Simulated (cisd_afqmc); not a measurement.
System: As, charge 0, quartet.

Phaseless AFQMC (cisd_afqmc on Ansatz's integrals) in cc-pVTZ, frozen core: how the trial state and the time step act. The spread is the standard deviation of the local energy over walkers; bars are one sigma, widened where a walk drifts.

```csv
trial,step (1/Eh),walkers x blocks averaged,spread (Eh),energy (Eh)
CISD,0.005,62800,0.007,-2234.3264 ± 0.0001
CISD,0.0025,70000,0.007,-2234.3265 ± 0.0001
HF,0.005,206200,0.066,-2234.3252 ± 0.0004
```

At a given step the bar falls as the inverse root of the samples and grows with the spread.

CCSDTQ in the same basis (Ansatz) gives -2234.3264 Eh.
